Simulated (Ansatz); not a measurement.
Reaction (isomerisation): `C[SiH2]C(O)(F)F` → `OC[SiH](F)CF`

Computed with Ansatz on PBE0-D4/def2-TZVP structures; ΔE is electronic, products minus reactants. CBS: MP2 limit from def2 TZ/QZ plus the TZ coupled-cluster correction, frozen cores. DFT in def2-TZVPP. B3LYP here is the variant with VWN-RPA as its local correlation; programs differ in this. One conformer a species, not always the lowest.

CCSD(T)/CBS gives -95.5 kJ/mol.

Problem. Another level gave -96.8 kJ/mol. Which?
A. r2SCAN/def2-TZVPP
B. B3LYP/def2-TZVPP
C. SCS-MP2/def2-TZVPP
D. ωB97M-V/def2-TZVPP

Solution. C. SCS-MP2/def2-TZVPP -96.8, B3LYP -91.4, r2SCAN -78.7, ωB97M-V -84.0 kJ/mol.

Largest T1 diagnostic among the species: 0.012.

From PBE to PBE0 (25 % exact exchange), in def2-TZVPP and without D4, ΔE moves by −3.2 kJ/mol.
